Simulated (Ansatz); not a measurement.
`[AsH2]CB1CC1` + silanol → `O[SiH2][AsH2]` + `CB1CC1`  (formal exchange of groups at the As–C bond)

Isolated molecules relaxed with PBE0-D4/def2-TZVP in Ansatz; ΔE leaves out vibrations. CCSD(T)/CBS is the MP2 limit (def2-TZVPP, def2-QZVPP) plus CCSD(T) − MP2 in def2-TZVPP, frozen cores. DFT in def2-TZVPP. B3LYP here is the variant with VWN-RPA as its local correlation; programs differ in this. For As outer-core shells are correlated without core-valence functions, which leaves a few kJ/mol of doubt a bond. Scalar relativity is left out up to krypton. Each species was taken in one conformer, which may not be the lowest.

(1) Is it downhill or uphill in electronic energy at CCSD(T)/CBS, and by how much? (Estimate.)

(2) What do these levels give: PBE0-D4, B3LYP-D4, ωB97X-V, B2PLYP, B3LYP, HF/def2-TZVPP, SCS-MP2/def2-TZVPP, CCSD/def2-TZVPP, CCSD(T)/def2-TZVPP, HF/def2-QZVPP, SCS-MP2/def2-QZVPP, MP2/CBS(def2)? (Best estimate.)

Largest T1 diagnostic among the species: 0.011.

Answers

(1) The calculation gave: Downhill: ΔE = -0.40 eV.

(2) Computed: PBE0-D4 -0.47, B3LYP-D4 -0.43, ωB97X-V -0.45, B2PLYP -0.42, B3LYP -0.48, HF/def2-TZVPP -0.48, SCS-MP2/def2-TZVPP -0.31, CCSD/def2-TZVPP -0.37, CCSD(T)/def2-TZVPP -0.34, HF/def2-QZVPP -0.48, SCS-MP2/def2-QZVPP -0.34, MP2/CBS(def2) -0.37 eV.

In def2-TZVPP, CCSD(T) changes the Hartree–Fock value by +0.14 eV (the triples alone add +0.03 eV) and MP2 by +0.17 eV. The D4 term adds +0.05 eV with B3LYP and +0.03 eV with PBE0; it sums over pairs of atoms, weighted by their polarisabilities, and B3LYP, whose exchange is more repulsive, gets the larger term.
